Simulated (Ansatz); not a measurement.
Results of the Gaussian-basis code of Ansatz.

CH₄BClO, SMILES `OCBCl` at its PBE0-D4/def2-TZVP geometry, where that method's forces vanish. Charge 0, multiplicity 1.

```
atom   x (Å)   y (Å)   z (Å)
  O1   1.160   0.733  -0.786
  C2   0.199   0.603   0.230
  B3  -0.685  -0.669   0.276
 Cl4  -0.473  -1.927  -0.921
  H5   1.127  -0.057  -1.336
  H6  -0.491   1.465   0.207
  H7   0.682   0.683   1.220
  H8  -1.519  -0.831   1.111
```

Question: For each bond, give half the difference of the two atoms' forces along it (eV/Å; positive pushes the atoms apart) under PBE-D4, r2SCAN-D4, B3LYP-D4, ωB97M-V in def2-TZVPP. (Estimate.)

Answer: The calculation gave: 
```json
{"bond": "O1–C2", "length (Å)": "1.404", "PBE-D4": "0.28", "r2SCAN-D4": "0.31", "B3LYP-D4": "0.37", "ωB97M-V": "0.32"}
{"bond": "O1–H5", "length (Å)": "0.962", "PBE-D4": "0.44", "r2SCAN-D4": "0.01", "B3LYP-D4": "-0.06", "ωB97M-V": "-0.14"}
{"bond": "C2–B3", "length (Å)": "1.549", "PBE-D4": "-0.16", "r2SCAN-D4": "-0.12", "B3LYP-D4": "-0.03", "ωB97M-V": "0.03"}
{"bond": "C2–H6", "length (Å)": "1.104", "PBE-D4": "0.16", "r2SCAN-D4": "-0.02", "B3LYP-D4": "-0.12", "ωB97M-V": "-0.16"}
{"bond": "C2–H7", "length (Å)": "1.105", "PBE-D4": "0.16", "r2SCAN-D4": "-0.02", "B3LYP-D4": "-0.13", "ωB97M-V": "-0.16"}
{"bond": "B3–Cl4", "length (Å)": "1.749", "PBE-D4": "0.16", "r2SCAN-D4": "0.12", "B3LYP-D4": "0.20", "ωB97M-V": "0.11"}
{"bond": "B3–H8", "length (Å)": "1.191", "PBE-D4": "0.03", "r2SCAN-D4": "-0.07", "B3LYP-D4": "-0.19", "ωB97M-V": "-0.18"}
```

B3LYP here is the variant with VWN-RPA as its local correlation; programs differ in this.
